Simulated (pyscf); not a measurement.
H₃C–Sb•–CH₃ (SMILES [CH3][Sb][CH3]), doublet

Gas-phase minimum from PySCF at ωB97X-D3(BJ)/def2-SVP, one conformer. Other isomers of H₃C–Sb•–CH₃ were not searched in full and may lie lower. 

SMILES: [CH3][Sb][CH3]
```xyz
9

C     -0.8614    -0.5159     0.2687
Sb     0.9987     0.5353    -0.0750
C      0.4137     1.1585    -2.0630
H     -1.7073     0.1854     0.1994
H     -0.9943    -1.3019    -0.4908
H     -0.8624    -0.9791     1.2661
H      1.2105     1.7570    -2.5281
H     -0.5046     1.7638    -2.0119
H      0.2173     0.2755    -2.6907
```
Charge 0, spin multiplicity 2.

Bonds (Å): C1–Sb2 2.164, C1–H4 1.101, C1–H5 1.101, C1–H6 1.100, Sb2–C3 2.164, C3–H7 1.100, C3–H8 1.101, C3–H9 1.101. Angles (°): Sb2–C1–H4 109.9, Sb2–C1–H5 109.9, Sb2–C1–H6 110.5, H4–C1–H5 108.6, H4–C1–H6 108.9, H5–C1–H6 109.0, C1–Sb2–C3 93.1, Sb2–C3–H7 110.5, Sb2–C3–H8 109.9, Sb2–C3–H9 109.9, H7–C3–H8 108.9, H7–C3–H9 108.9, H8–C3–H9 108.6.

Properties at ωB97X-D3(BJ)/def2-SVP:

```yaml
harmonic_wavenumbers_unscaled: 106, 119, 178, 537, 539, 716, 719, 724, 846, 1238, 1251, 1440, 1440, 1449, 1451, 3069, 3070, 3177, 3178, 3191, 3191 cm⁻¹
zero_point_energy: 45.2 kcal/mol
rotational_symmetry_number: 2
Entropy of this conformer at 298 K and 1 atm, rigid rotor and harmonic oscillator, modes under 100 cm⁻¹ raised to 100: 322.6 J/(mol K)
dipole_moment: 0.71 D
Spin expectation value S2: 0.753
```

Single-point totals, which compare only within one level:

| level | total energy (hartree) |
|---|---|
| ωB97X-D3(BJ)/def2-TZVP | -320.21488 |
| PBE/def2-TZVP | -319.96153 |
| r²SCAN/def2-TZVP | -320.12726 |
| B3LYP-D3(BJ)/def2-TZVP | -320.18639 |
| PBE0-D3(BJ)/def2-TZVP | -319.99517 |
| M06-2X/def2-TZVP | -319.96034 |
| ωB97M-D3(BJ)/def2-TZVP | -320.15464 |

Soft torsions are taken as harmonic, which can shift the entropy by several J/(mol K). Elements past Kr carry the def2 core potentials, without spin-orbit coupling.
